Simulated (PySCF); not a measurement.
CH6AlFOSi, SMILES [CH3][Al]([F])[O][SiH3].

Geometry: PBE-D3(BJ)/def2-SVP. The values are those of a single conformer.

Calculation: PySCF with PBE-D3(BJ)/def2-SVP.

Frequencies are harmonic and unscaled.

A small imaginary wavenumber (i) marks a very flat motion, where grid noise or a shallow saddle decides the sign.

Task: List the normal modes with their intensities. (An estimate is asked for; the answer gives what the named calculation found.)

Result: 
```tsv
mode	ν (cm⁻¹)	IR (km/mol)	moving atoms (share of kinetic energy)
1	22i	0.1	H 94 %
2	20	0.1	H 98 %
3	41	1.2	O 30 %, F 21 %, Si 21 %, H 16 %, C 8 %
4	72	0.3	O 60 %, H 17 %, Si 9 %
5	166	4.6	C 28 %, H 25 %, F 20 %, Si 10 %, O 8 %
6	232	32.6	Al 57 %, H 16 %, O 13 %, F 11 %
7	248	35.8	O 36 %, F 35 %, Al 14 %, C 9 %
8	473	0.0	Si 30 %, C 24 %, H 14 %, Al 13 %, F 13 %
9	650	61.6	H 74 %, C 18 %
10	660	9.4	H 42 %, C 27 %, Al 17 %, F 9 %
11	699	73.9	H 44 %, Al 28 %, C 21 %
12	707	54.7	H 82 %, Si 9 %
13	710	55.9	H 83 %, Si 9 %
14	858	111.5	Al 46 %, F 44 %
15	915	76.7	H 96 %
16	918	71.6	H 96 %
17	967	398.9	H 85 %, Si 13 %
18	1094	465.5	O 74 %, Al 12 %
19	1169	37.3	H 78 %, C 21 %
20	1376	1.7	H 96 %
21	1379	1.4	H 95 %
22	2156	114.2	H 98 %
23	2158	146.2	H 96 %
24	2163	131.7	H 97 %
25	2977	0.8	H 97 %
26	3069	1.1	H 91 %, C 9 %
27	3091	1.8	H 91 %, C 9 %
```
